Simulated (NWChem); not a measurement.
System: CH4STe; SMILES CS[TeH]

Parts of the log:

```
             Northwest Computational Chemistry Package (NWChem) 7.3.0
             --------------------------------------------------------

 C1  symmetry detected

                             Geometry "geometry" -> ""
                             -------------------------

 Output coordinates in angstroms (scale by  1.889725989 to convert to a.u.)

  No.       Tag          Charge          X              Y              Z
 ---- ---------------- ---------- -------------- -------------- --------------
    1 Te                  52.0000     0.02631989     0.85010342     0.02653399
    2 H                    1.0000     0.18652244     1.01027879    -1.63259530
    3 S                   16.0000    -0.66283814    -1.45354770     0.00446410
    4 C                    6.0000     0.90520145    -2.36854869     0.01864223
    5 H                    1.0000     1.47735169    -2.20676526    -0.90513656
    6 H                    1.0000     0.62325243    -3.43118750     0.08237983
    7 H                    1.0000     1.51844068    -2.10964844     0.89230546

 Effective nuclear repulsion energy (a.u.)     323.2600711988

                                 NWChem DFT Module
                                 -----------------

 Summary of "ao basis" -> "ao basis" (spherical)
 ------------------------------------------------------------------------------
       Tag                 Description            Shells   Functions and Types
 ---------------- ------------------------------  ------  ---------------------
 Te                         def2-svp                10       26   4s4p2d
 H                          def2-svp                 3        5   2s1p
 S                          def2-svp                 8       18   4s3p1d
 C                          def2-svp                 6       14   3s2p1d

            General Information
            -------------------
          SCF calculation type: DFT
          Wavefunction type:  closed shell.
          No. of atoms     :     7
          No. of electrons :    50
           Alpha electrons :    25
            Beta electrons :    25
          Charge           :     0
          Spin multiplicity:     1
          Use of symmetry is: off; symmetry adaption is: off
          Maximum number of iterations: 150
          AO basis - number of functions:    78
                     number of shells:    36
          Convergence on energy requested:  1.00D-06
          Convergence on density requested:  1.00D-05
          Convergence on gradient requested:  5.00D-04

              XC Information
              --------------
                         PBE0 Method XC Functional
                     Hartree-Fock (Exact) Exchange  0.250
          PerdewBurkeErnzerhof Exchange Functional  0.750
            Perdew 1991 LDA Correlation Functional  1.000 local
           PerdewBurkeErnz. Correlation Functional  1.000 non-local

             Grid Information
             ----------------
          Grid used for XC integration:  medium
          Radial quadrature: Mura-Knowles
          Angular quadrature: Lebedev.
          Tag              B.-S. Rad. Rad. Pts. Rad. Cut. Ang. Pts.
          ---              ---------- --------- --------- ---------
          Te                  1.40      123          11.0       590
          H                   0.35       45          12.0       434
          S                   1.00       88           9.0       590
          C                   0.70       49          10.0       434
          Grid pruning is: on
          Number of quadrature shells:   440
          Spatial weights used:  Erf1

      Superposition of Atomic Density Guess
      -------------------------------------

 Sum of atomic energies:        -748.19296342

      Non-variational initial energy
      ------------------------------

 Total energy =    -704.887814
 1-e energy   =   -1421.601186
 2-e energy   =     539.510907
 HOMO         =      -0.241762
 LUMO         =      -0.030024

   convergence    iter        energy       DeltaE   RMS-Dens  Diis-err
 ---------------- ----- ----------------- --------- --------- ---------
 d= 0,ls=0.0,diis     1   -706.3586038881 -8.84D+02  8.98D-03  2.05D-01
 d= 0,ls=0.0,diis     2   -706.3786037951 -2.00D-02  3.75D-03  5.12D-02
 d= 0,ls=0.0,diis     3   -706.3853799689 -6.78D-03  1.25D-03  1.17D-02
 d= 0,ls=0.0,diis     4   -706.3869526692 -1.57D-03  3.37D-04  7.72D-04
 d= 0,ls=0.0,diis     5   -706.3870649031 -1.12D-04  6.18D-05  1.37D-05
  Resetting Diis
 d= 0,ls=0.0,diis     6   -706.3870670370 -2.13D-06  1.95D-05  1.19D-06
 d= 0,ls=0.0,diis     7   -706.3870672272 -1.90D-07  1.38D-05  2.01D-07
 d= 0,ls=0.0,diis     8   -706.3870671932  3.40D-08  8.25D-06  3.92D-07

         Total DFT energy =     -706.387067193241
      One electron energy =    -1423.675725958610
           Coulomb energy =      593.260087421780
    Exchange-Corr. energy =      -53.173892457286
 Nuclear repulsion energy =      177.202463800875

 Numeric. integr. density =       50.000006093985

                       DFT Final Molecular Orbital Analysis
                       ------------------------------------

 Vector   23  Occ=2.000000D+00  E=-3.178955D-01
              MO Center= -2.9D-01, -6.3D-01,  5.4D-02, r^2= 4.0D+00
   Bfn.  Coefficient  Atom+Function         Bfn.  Coefficient  Atom+Function
  ----- ------------  ---------------      ----- ------------  ---------------
    12      0.361890  1 Te py                42     -0.307173  3 S  px
    43     -0.270461  3 S  py                15      0.232343  1 Te py
    39     -0.227419  3 S  px                40     -0.215473  3 S  py
    34      0.156406  3 S  s                 35      0.155488  3 S  s
     9     -0.142505  1 Te py                 3      0.141395  1 Te s

[...]
```

Level: PBE0/def2-SVP with def2 effective core potentials on Te, vertical spin-unrestricted ions. The geometry was optimised at PBE0/def2-SVP. No frequency run checked for a minimum. def2 effective core potentials on Te; no spin-orbit coupling.

Question: Which NWChem input produces such a log?

Answer: Several could match; the one computed here: the input that was run:
```
start job
memory heap 200 mb stack 900 mb global 1100 mb
geometry units angstroms noautoz
  Te    -0.000595     0.855561     0.023221
  H      0.171441     1.017005    -1.634600
  S     -0.665889    -1.455043    -0.003749
  C      0.911285    -2.353908     0.023452
  H      1.489238    -2.186468    -0.895695
  H      0.639740    -3.419369     0.085219
  H      1.514713    -2.088538     0.901992
end
basis spherical
  * library def2-svp
end
ecp
  Te library def2-ecp
end
dft
  xc pbe0
  iterations 150
  vectors input atomic output neutral.movecs
end
task dft energy
charge 1
dft
  odft
  mult 2
  vectors input atomic output cation.movecs
end
task dft energy
```
